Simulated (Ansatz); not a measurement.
Stepwise reaction of `C[SiH](Cl)Cl` with hydrogen, as a gas-phase model of exchange steps in deposition or etching. ΔE in kJ/mol; ΔG adds harmonic PBE0-D4 terms to CCSD(T)/CBS, at 1 bar.

Computed with Ansatz on PBE0-D4/def2-TZVP structures; ΔE is electronic, products minus reactants. CCSD(T)/CBS adds triple-zeta CCSD(T) − MP2 to the extrapolated MP2 energy (def2 sets, frozen cores). This one scheme is used for every species. DFT in def2-TZVPP. B3LYP here is the variant with VWN-RPA as its local correlation; programs differ in this.

```json
{"step": "1", "reaction": "`C[SiH](Cl)Cl` + H₂ → `C[SiH2]Cl` + HCl", "PBE-D4": "85.8", "B3LYP-D4": "84.0", "ωB97M-V": "86.1", "CCSD(T)/CBS": "84.8", "ΔG(600 K)": "76.2"}
{"step": "2", "reaction": "`C[SiH2]Cl` + H₂ → `C[SiH3]` + HCl", "PBE-D4": "80.8", "B3LYP-D4": "80.4", "ωB97M-V": "82.6", "CCSD(T)/CBS": "82.4", "ΔG(600 K)": "79.7"}
```

**Question.** By hand: ΔE of the 2 steps together at CCSD(T)/CBS.

**Answer.** (84.8) + (82.4) = 167.2 kJ/mol, or 83.6 kJ/mol a step.

In ΔE the steps differ by no more than 2.4 kJ/mol. All are uphill at CCSD(T)/CBS. ΔG lies between 76.2 and 79.7 kJ/mol a step. PBE-D4 differs from CCSD(T)/CBS by -1.6 to 1.0 kJ/mol a step. Isolated molecules leave out the surface, adducts and barriers. Largest T1 diagnostic: 0.010.
